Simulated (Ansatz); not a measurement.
Basis-set extrapolation for C4H8O3 (`CCOC(=O)OC`) (PBE0-D4/def2-TZVP geometry, frozen core, Ansatz 0.2.0). Multiplicity 1, RHF reference.

```csv
,def2-TZVPP,def2-QZVPP
HF,-380.897980,-380.915413
MP2 correlation,-1.367681,-1.467199
CCSD(T) correlation,-1.461088,not run
```

Energies in hartree. Use E(X) = E(∞) + A·exp(−7.88·√X) for Hartree–Fock and E(X) = E(∞) + B·X^(−2.97) for correlation, with X = 3 and 4, and add CCSD(T) minus MP2 of the smaller set to the MP2 limit.

What is the CCSD(T) energy at the basis-set limit?

HF limit: -380.915413 + (-0.017433) × 0.13774 = -380.91781. MP2 limit: -1.467199 + (-0.099518) × 0.74074 = -1.54092. Higher-order term: -1.461088 − (-1.367681) = -0.09341. Total: -382.55214 hartree, 506.9 kJ/mol below CCSD(T)/def2-TZVPP.
